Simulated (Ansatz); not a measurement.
Born–Oppenheimer molecular dynamics of CH3ClSi2 (7 atoms, charge 0, multiplicity 1). It starts from a relaxed structure.

These are results of RKS PBE0/6-31G in Ansatz, not measurements.

```
ensemble                      : NVE (velocity Verlet)
time step                     : 0.5 fs
steps asked                   : 150
starting velocities drawn for : 200 K
masses                        : H 2.014 u
seed                          : 394241
```

Frames 1 fs apart, positions in Å, forces in eV/Å.

Velocities at 40.0 fs (Å/ps):

```
Si 0.74 0.47 0.48
C -2.92 2.03 0.48
Si -2.79 -1.70 -1.24
Cl 1.89 0.42 0.87
H -6.44 5.81 4.44
H 13.80 -7.35 -6.60
H 5.41 -0.82 -5.48
```

```xyz
7
Properties=species:S:1:pos:R:3:forces:R:3 time_fs=40.0 energy_less_start_eV=0.048 T=126
Si -0.187 1.281 -0.004 -0.30 0.28 0.68
C -0.070 -0.584 -0.161 0.00 0.37 -0.22
Si 0.450 -2.020 0.541 0.15 -0.30 0.17
Cl 0.714 -3.994 -0.306 -0.07 0.06 0.01
H -0.955 1.770 -1.198 -0.12 -0.09 -0.01
H -0.891 1.723 1.302 0.20 -0.24 -0.61
H 1.136 1.986 -0.028 0.15 -0.08 -0.01
7
Properties=species:S:1:pos:R:3:forces:R:3 time_fs=41.0 energy_less_start_eV=0.038 T=141
Si -0.186 1.281 -0.003 -0.17 0.29 0.48
C -0.073 -0.582 -0.160 0.03 0.23 -0.20
Si 0.447 -2.022 0.540 0.12 -0.18 0.15
Cl 0.716 -3.994 -0.305 -0.07 0.03 -0.01
H -0.962 1.775 -1.194 -0.09 -0.10 0.02
H -0.876 1.716 1.294 0.10 -0.17 -0.42
H 1.142 1.985 -0.033 0.09 -0.10 -0.02
7
Properties=species:S:1:pos:R:3:forces:R:3 time_fs=42.0 energy_less_start_eV=0.033 T=150
Si -0.185 1.282 -0.002 -0.01 0.28 0.23
C -0.076 -0.580 -0.160 0.07 0.08 -0.18
Si 0.444 -2.024 0.539 0.08 -0.04 0.12
Cl 0.718 -3.994 -0.304 -0.07 0.00 -0.03
H -0.969 1.780 -1.189 -0.06 -0.12 0.05
H -0.862 1.707 1.284 -0.03 -0.08 -0.18
H 1.148 1.983 -0.039 0.03 -0.13 -0.02
7
Properties=species:S:1:pos:R:3:forces:R:3 time_fs=43.0 energy_less_start_eV=0.033 T=149
Si -0.185 1.283 -0.001 0.16 0.27 -0.04
C -0.079 -0.577 -0.160 0.11 -0.07 -0.15
Si 0.442 -2.026 0.538 0.04 0.09 0.10
Cl 0.720 -3.993 -0.303 -0.07 -0.03 -0.05
H -0.976 1.785 -1.184 -0.03 -0.13 0.08
H -0.847 1.698 1.273 -0.17 0.02 0.09
H 1.154 1.981 -0.044 -0.04 -0.15 -0.02
7
Properties=species:S:1:pos:R:3:forces:R:3 time_fs=44.0 energy_less_start_eV=0.040 T=138
Si -0.184 1.283 -0.001 0.32 0.23 -0.33
C -0.082 -0.575 -0.160 0.15 -0.22 -0.13
Si 0.439 -2.027 0.537 0.00 0.23 0.08
Cl 0.721 -3.993 -0.302 -0.07 -0.05 -0.07
H -0.984 1.789 -1.179 -0.01 -0.14 0.10
H -0.834 1.689 1.263 -0.31 0.12 0.37
H 1.160 1.978 -0.050 -0.09 -0.16 -0.02
7
Properties=species:S:1:pos:R:3:forces:R:3 time_fs=45.0 energy_less_start_eV=0.052 T=120
Si -0.183 1.284 0.000 0.47 0.19 -0.60
C -0.084 -0.573 -0.160 0.18 -0.36 -0.11
Si 0.436 -2.029 0.536 -0.03 0.35 0.06
Cl 0.723 -3.992 -0.301 -0.07 -0.08 -0.08
H -0.992 1.792 -1.173 0.02 -0.15 0.11
H -0.821 1.680 1.254 -0.43 0.21 0.64
H 1.166 1.975 -0.056 -0.13 -0.17 -0.02
7
Properties=species:S:1:pos:R:3:forces:R:3 time_fs=46.0 energy_less_start_eV=0.064 T=101
Si -0.182 1.285 0.001 0.57 0.15 -0.80
C -0.087 -0.571 -0.160 0.21 -0.47 -0.09
Si 0.433 -2.031 0.535 -0.06 0.46 0.05
Cl 0.725 -3.992 -0.301 -0.07 -0.11 -0.10
H -0.999 1.794 -1.167 0.03 -0.15 0.11
H -0.811 1.673 1.248 -0.52 0.29 0.85
H 1.171 1.970 -0.062 -0.16 -0.17 -0.02
7
Properties=species:S:1:pos:R:3:forces:R:3 time_fs=47.0 energy_less_start_eV=0.073 T=88
Si -0.181 1.286 0.001 0.62 0.11 -0.90
C -0.089 -0.570 -0.161 0.23 -0.57 -0.08
Si 0.431 -2.032 0.534 -0.09 0.56 0.04
Cl 0.727 -3.991 -0.300 -0.06 -0.13 -0.11
H -1.007 1.796 -1.161 0.04 -0.15 0.11
H -0.803 1.667 1.247 -0.57 0.33 0.97
H 1.175 1.965 -0.068 -0.18 -0.16 -0.02
7
Properties=species:S:1:pos:R:3:forces:R:3 time_fs=48.0 energy_less_start_eV=0.074 T=85
Si -0.180 1.287 0.001 0.60 0.08 -0.89
C -0.091 -0.568 -0.161 0.25 -0.63 -0.07
Si 0.428 -2.033 0.533 -0.10 0.63 0.04
Cl 0.728 -3.991 -0.299 -0.06 -0.15 -0.12
H -1.014 1.797 -1.153 0.05 -0.14 0.09
H -0.798 1.663 1.250 -0.56 0.34 0.98
H 1.179 1.959 -0.075 -0.17 -0.14 -0.02
7
Properties=species:S:1:pos:R:3:forces:R:3 time_fs=49.0 energy_less_start_eV=0.069 T=94
Si -0.178 1.288 0.000 0.52 0.06 -0.76
C -0.093 -0.568 -0.162 0.26 -0.66 -0.07
Si 0.425 -2.034 0.532 -0.12 0.68 0.04
Cl 0.730 -3.991 -0.298 -0.06 -0.17 -0.13
H -1.021 1.798 -1.146 0.04 -0.12 0.07
H -0.796 1.660 1.258 -0.49 0.32 0.88
H 1.181 1.953 -0.081 -0.16 -0.11 -0.02
7
Properties=species:S:1:pos:R:3:forces:R:3 time_fs=50.0 energy_less_start_eV=0.059 T=109
Si -0.176 1.289 0.000 0.38 0.05 -0.54
C -0.095 -0.568 -0.162 0.26 -0.66 -0.07
Si 0.422 -2.035 0.531 -0.12 0.70 0.04
Cl 0.732 -3.991 -0.298 -0.06 -0.18 -0.14
H -1.028 1.797 -1.138 0.03 -0.10 0.04
H -0.796 1.659 1.270 -0.37 0.27 0.68
H 1.183 1.946 -0.087 -0.12 -0.07 -0.02
7
Properties=species:S:1:pos:R:3:forces:R:3 time_fs=51.0 energy_less_start_eV=0.049 T=125
Si -0.175 1.290 -0.001 0.20 0.03 -0.25
C -0.096 -0.568 -0.163 0.26 -0.63 -0.08
Si 0.419 -2.036 0.530 -0.12 0.69 0.06
Cl 0.734 -3.990 -0.297 -0.06 -0.19 -0.15
H -1.034 1.797 -1.129 0.02 -0.08 0.01
H -0.798 1.659 1.285 -0.23 0.20 0.42
H 1.185 1.938 -0.094 -0.08 -0.03 -0.02
```

Of the whole run (75 fs, mean temperature of the second half 106 K): The conserved energy stayed within 0.033 meV per atom of its start (net change 0.0079 meV per atom), so the integration is sound. The temperature averaged 0.53 of the 200 K drawn at the start: a run that starts near a minimum puts about half its kinetic energy into the potential. A run of 0.075 ps of so small a system gives no equilibrium averages. Limits of this set-up: no polarisation functions.

The run took 4.4 min on 1 thread of Arm Neoverse V1 (shared host), peak memory 0.1 GiB.
